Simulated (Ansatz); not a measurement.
Species: Co, charge 1, triplet.

Quantity: quintet-triplet gap (Co+ (quintet) against Co+ (triplet), E(quintet) - E(triplet)), in eV. Open shells are spin-unrestricted; no spin-orbit coupling. The -DK rows use spin-free X2C, correlate 3s3p of the metal (1s2s2p frozen) and give its partners the cc-pVXZ-DK valence sets. CBS(X,Y): correlation extrapolated as X^-3, Hartree-Fock from the larger set. A bracket is a step between two methods taken in the basis named. The functionals are non-relativistic, so their misses hold any scalar relativity. Double hybrids freeze cores in their MP2 part. Open-shell metal atoms are single determinants, not pure terms.

CCSD(T)/CBS(cc-pwCVTZ-DK,cc-pwCVQZ-DK) + [CCSDT(Q) - CCSD(T)]/cc-pwCVTZ-DK (Ansatz, a quantum-chemistry and plane-wave program) gives 0.39 eV.

### Question
How far off this value is PBE/def2-TZVPD (Ansatz), in which direction, and how far these levels: r2SCAN/def2-TZVPD, B3LYP/def2-TZVPD, PBE0/def2-TZVPD, wB97M-V/def2-TZVPD, B2PLYP/def2-TZVPD, CCSD(T)/CBS(cc-pwCVTZ-DK,cc-pwCVQZ-DK)?

### Answer
PBE gives 0.93 eV, 0.54 eV above it. Differences of the others: r2SCAN/def2-TZVPD (Ansatz) 0.21; B3LYP/def2-TZVPD (Ansatz) 0.35; PBE0/def2-TZVPD (Ansatz) 0.21; wB97M-V/def2-TZVPD (Ansatz) 0.62; B2PLYP/def2-TZVPD (Ansatz) 0.28; CCSD(T)/CBS(cc-pwCVTZ-DK,cc-pwCVQZ-DK) (Ansatz) 0.00 eV.
